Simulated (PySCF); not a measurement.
Shieldings and the share of exact exchange

Molecule: SMILES [BH3-][NH2+]CC(F)F, C2H8BF2N.

Geometry (Å), atoms numbered from 1 in this order:
```xyz
14

B     1.983    0.327    0.101
N     0.371    0.522    0.235
C    -0.413   -0.600   -0.275
C    -1.892   -0.358   -0.113
F    -2.177   -0.174    1.198
F    -2.237    0.780   -0.763
H     2.243   -0.678    0.754
H     2.196    0.188   -1.098
H     2.475    1.346    0.565
H     0.137    0.677    1.218
H     0.097    1.376   -0.257
H    -0.113   -1.507    0.267
H    -0.163   -0.747   -1.335
H    -2.510   -1.187   -0.497
```

GIAO shieldings (ppm, equivalent atoms averaged) in PySCF on the PBE0-D3(BJ)/def2-SVP geometry, basis pcSseg-1, gas phase, non-relativistic:

| functional | exact exchange (%) | σ(B1) | σ(N2) | σ(C4) | σ(C3) |
| --- | --- | --- | --- | --- | --- |
| BLYP | 0 | 114.3 | 209.1 | 53.8 | 119.1 |
| BP86 | 0 | 118.1 | 215.6 | 59.3 | 124.6 |
| PBE | 0 | 118.1 | 215.2 | 59.7 | 124.9 |
| B3LYP | 20 | 118.2 | 216.4 | 61.3 | 125.1 |
| PBE0 | 25 | 122.5 | 223.4 | 68.6 | 131.8 |
| BHandHLYP | 50 | 122.9 | 224.9 | 71.6 | 132.6 |
| HF | 100 | 130.4 | 235.8 | 88.5 | 144.0 |

**Question.** Fit each shielding as a line in the percentage of exact exchange.

**Answer.** σ(B1) = 116.9 + 0.13 x (rms 1.6 ppm); σ(N2) = 213.8 + 0.23 x (rms 2.6 ppm); σ(C4) = 57.6 + 0.31 x (rms 2.4 ppm); σ(C3) = 123.0 + 0.21 x (rms 2.4 ppm). The functionals also differ in their semilocal parts, which the line can't hold; Hartree–Fock has no correlation at all.

**Question.** What does the line predict for mPW1PW91 (25 %), and what does the run give?

**Answer.** σ(B1): 120.2 predicted, 122.2 computed; σ(N2): 219.6 predicted, 222.3 computed; σ(C4): 65.3 predicted, 67.8 computed; σ(C3): 128.2 predicted, 131.1 computed ppm.
